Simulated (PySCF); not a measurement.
## C⁺: interval between two levels

C⁺ [He] 2s2 2p1 [2P3/2, M_J = 3/2] → C⁺ [He] 2s2 3s1 [2S1/2, M_J = 1/2], as a difference of total energies. Calculation: PySCF 2.14, in x2c-SVPall-2c with one added diffuse shell of s type (4s2p1d, 15 functions); the two-component X2C-1e Hamiltonian. Correlated levels: 1s2 frozen. "Screened" scales the spin-orbit matrix elements by Boettger's factors to mimic the two-electron term; Breit and QED terms are absent.

```tsv
method	interval between two levels (cm⁻¹)
GHF (spin-free)	117080
GMP2 (spin-free)	116290
GHF (screened spin-orbit)	117050
GMP2 (screened spin-orbit)	116260
```

Errors of the correlated levels include the incompleteness of this basis and the frozen core.

For comparison: 116470 cm⁻¹ (measured; NIST Handbook of Basic Atomic Spectroscopic Data (Sansonetti and Martin, J. Phys. Chem. Ref. Data 34, 1559 (2005))).
